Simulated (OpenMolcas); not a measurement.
V3+ among 6 point charges of -1 e arranged as a tetragonal octahedron (D4h). The axial distance is 0.89 times the equatorial one, R.

```json
{"Program": "OpenMolcas", "Method": "SS-CASPT2, IPEA 0.25 Eh, imaginary shift 0.1 Eh (closed shells correlated: 3s 3p)", "Basis": "ANO-RCC-VTZP [6s5p3d2f1g]", "Scalar Hamiltonian": "DKH2, point nucleus", "Active space": "2 electrons in 5 orbitals (3d)", "State averaging": "2S+1 = 3 even, 10 roots; 2S+1 = 1 even, 15 roots", "Spin-orbit coupling": "RASSI with atomic mean-field integrals over the reference wave functions"}
```

All point charges move together. At R = 1.74 Å the first state of the same spin is 1180 cm-1, and at R = 2.1 Å it is 660 cm-1.

**Question.** A third run gives 810 cm-1. What distance was it run at?

**Answer.** With a power law R^-n the two known points give n = -ln(660 / 1180) / ln(2.1 / 1.74) = 3.09. Then R = 1.74 × (1180 / 810)^(1/3.09) = 1.965 Å. The run was at 1.9 Å, so the estimate is off by +0.065 Å.

An orbital doublet at a regular site is open to a Jahn-Teller distortion, which this geometry leaves out. Free-ion shares, where given, are those of the reference states; single-state CASPT2 does not remix them. This is an electrostatic model: the charges have no orbitals. No measured value stands beside these numbers.
